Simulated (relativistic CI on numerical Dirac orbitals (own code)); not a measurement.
**One change at a time: Bi XXII**

Base calculation: Dirac-Coulomb-Breit CI, orbitals from a KLI potential per configuration, model QED (radiative potential, 1s self-energy scaled to tabulated hydrogen-like ionisation energies), unscaled Slater integrals.

Configurations in the expansion (outside the closed core [Kr] 4d10): 4f14 5s2, 4f14 5s 5p, 4f14 5s 5d, 4f13 5s2 5p, 4f14 5s 5f, 4f14 5p 5d, 4f14 5s 5g, 4f13 5s2 5d, 4f14 5p2, 4f13 5p3, 4f13 5p2 5d, 4f14 5d2, 4f13 5p 5d2, 4f13 5d3, 4f14 5f2, 4f13 5p 5f2, 4f13 5d 5f2. Double excitations out of closed p, d and f shells are left out; levels of such configurations are missing from the list, as are those of other unlisted configurations, and high levels can miss mixing partners.

The lowest level and the first level of each name with at least 55 % of one term (blank where a level has no safe partner in the second run):

```
           Level  Base (cm⁻¹)  Shift (cm⁻¹)
   4f14 5s2 1S_0            0             0
4f14 5s 5p 3P°_0       348248         +1739
4f14 5s 5p 3P°_1       377171          -407
4f14 5s 5p 3P°_2       625614         +1346
4f14 5s 5p 1P°_1       700486         -6169
4f13 5s2 5p 3D_3       707523          +207
4f13 5s2 5p 3G_3       752136           +29
   4f14 5p2 3P_0       806429         -2200
4f13 5s2 5p 3G_5       982509          +328
4f13 5s2 5p 3F_4      1002890         -1702
4f13 5s2 5p 3D_1      1018146         +1159
   4f14 5p2 3P_1      1054414          +310
   4f14 5p2 1D_2      1060057          +761
 4f14 5s 5d 3D_1      1283649          -424
```

At this charge transitions that keep the count of f electrons are usually good to a few per cent. Levels that differ in their count of f electrons can be misplaced by several ten thousand cm⁻¹, since the correlation energy of f electrons is missing or only estimated; rates across such gaps can be off by orders of magnitude.

**Question.** One thing was changed in a second run, which moved the levels as shown. Which?
A. QED terms removed
B. Breit term removed
C. configuration mixing switched off
D. valence Slater integrals scaled by 0.9

**Answer.** D. Valence Slater integrals scaled by 0.9. Scaling acts on the splittings between terms and on the mixing, and leaves the fine structure of pure LS terms nearly alone; in jj coupling it moves the levels of one term differently.

LS names give the leading component of a level, which can be under half, so a name can repeat, a term be missing and a line seem to break the LS rules.
